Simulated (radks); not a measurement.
All-electron atom: Al VIII in [He] 2s2 2p(1/2: 1, 3/2: 1) (the NIST ground configuration). Calculated with a radial shooting solver on a logarithmic mesh with Libxc functionals: Dirac Kohn-Sham, PBE, spin-unpolarised, spherical densities, finite nucleus; Fermi nuclear charge, rms radius 3.061 fm.

Radial electron density D(r) = 4 pi r^2 rho(r):

| r (bohr) | D(r) (e/bohr) |
|---|---|
| 0.005179 | 0.4335 |
| 0.006275 | 0.6175 |
| 0.007665 | 0.8868 |
| 0.009362 | 1.263 |
| 0.01134 | 1.759 |
| 0.01385 | 2.453 |
| 0.01679 | 3.331 |
| 0.0205 | 4.503 |
| 0.02484 | 5.895 |
| 0.03035 | 7.609 |
| 0.03706 | 9.518 |
| 0.04491 | 11.38 |
| 0.05485 | 13.11 |
| 0.06646 | 14.25 |
| 0.08118 | 14.56 |
| 0.09836 | 13.81 |
| 0.1201 | 11.99 |
| 0.1467 | 9.574 |
| 0.1778 | 7.399 |
| 0.2172 | 6.054 |
| 0.2631 | 5.989 |
| 0.3214 | 6.855 |
| 0.3894 | 7.684 |
| 0.4756 | 7.561 |
| 0.5809 | 6.096 |
| 0.7039 | 3.958 |
| 0.8597 | 1.921 |
| 1.042 | 0.7072 |
| 1.272 | 0.1707 |
| 1.542 | 0.02802 |
| 1.883 | 0.002450 |

D(r) has 2 maxima, at r = 0.0780, 0.425 bohr, and minima at 0.241 bohr, inside which lie 2.21 electrons.
